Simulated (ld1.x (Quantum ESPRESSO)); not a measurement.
O, PAW: configuration errors across variants

- Element: oxygen (O)
- Generator: ld1.x (Quantum ESPRESSO) 7.5
- Type: PAW
- Functional: PBE
- Relativity: scalar-relativistic
- Frozen core: [He]
- Valence charge: 6
- Reference configuration: 2s2 2p4
- Partial waves: 2s (bound): rcut 0.55, rcutus 0.75 bohr; 2s channel at -1.35 Ry: rcut 0.55, rcutus 0.75 bohr; 2p (bound): rcut 1.70, rcutus 2.15 bohr; 2p channel at 0.75 Ry: rcut 1.70, rcutus 2.15 bohr
- Local potential: all-electron potential smoothed inside 0.90 bohr (lloc = -1)
- Core correction: Bessel-smoothed model core inside 0.45 bohr
- Augmentation charge: PSQ, radius 0.45 bohr

All-electron excitation energies from the reference (eV): (1) 2s2 2p3 16.431; (2) 2s2 2p2 50.017; (3) 2s2 2p3.5 6.286; (4) 2s1 2p5 14.950; (5) 2s1 2p4 31.659; (6) 2s2 2p0 180.791.

The overlap operator is not positive definite (basis up to 400 Ry) in “base”, “waves 2p (bound): rcut 1.70, rcutus 1.90 bohr; 2p channel at 0.75 Ry: rcut 1.70, rcutus 1.90 bohr”, “waves 2s (bound): rcut 0.55, rcutus 0.98 bohr; 2s channel at -1.35 Ry: rcut 0.55, rcutus 0.98 bohr”, “wave 2s channel at -1.35 Ry: rcut 0.55, rcutus 0.75 bohr becomes 2s channel at 0.49 Ry: rcut 0.55, rcutus 0.75 bohr”, “core correction Bessel-smoothed model core inside 0.44 bohr”. Such files are unfit for use, however small their errors in these radial tests.

Tests that are not counted but printed errors over 1 eV. “base”: 2s2 2p1 (solver errors, printed error -11.9 eV). “waves 2s (bound): rcut 0.55, rcutus 0.98 bohr; 2s channel at -1.35 Ry: rcut 0.55, rcutus 0.98 bohr”: 2s2 2p1 (solver errors, printed error -11.9 eV). “wave 2s channel at -1.35 Ry: rcut 0.55, rcutus 0.75 bohr becomes 2s channel at 0.49 Ry: rcut 0.55, rcutus 0.75 bohr”: 2s2 2p1 (solver errors, printed error -12.0 eV). “core correction Bessel-smoothed model core inside 0.44 bohr”: 2s2 2p1 (solver errors, printed error -11.9 eV).

1 further variants failed, have other tests or another functional or relativity, and are left out.

Errors AE − PS in meV (a dash: test not solved or not reliable):

| change | (1) | (2) | (3) | (4) | (5) | (6) | bound ghosts |
| --- | --- | --- | --- | --- | --- | --- | --- |
| base | +246 | +638 | +67 | -0.8 | +298 | +13 | not determined (overlap not positive) |
| waves 2p (bound): rcut 1.70, rcutus 1.90 bohr; 2p channel at 0.75 Ry: rcut 1.70, rcutus 1.90 bohr | +8.1 | -25 | +3.5 | -0.9 | +11 | +13 | not determined (overlap not positive) |
| waves 2s (bound): rcut 0.55, rcutus 0.98 bohr; 2s channel at -1.35 Ry: rcut 0.55, rcutus 0.98 bohr | +246 | +638 | +67 | -0.6 | +298 | +20 | not determined (overlap not positive) |
| wave 2s channel at -1.35 Ry: rcut 0.55, rcutus 0.75 bohr becomes 2s channel at 0.49 Ry: rcut 0.55, rcutus 0.75 bohr | +246 | +636 | +67 | -0.8 | +298 | -16 | not determined (overlap not positive) |
| core correction Bessel-smoothed model core inside 0.44 bohr | +246 | +638 | +67 | -0.8 | +298 | +13 | not determined (overlap not positive) |

Give the same row for: all radii but the core radius scaled by about 1.41 (s 1.06, p 3.02 bohr, rcut 0.78/2.40); local potential all-electron potential smoothed inside 1.26 bohr (lloc = -1); augmentation PSQ, radius 0.64 bohr.

-43, -242, -7.7, -0.6, -48, +36; bound ghosts: none.
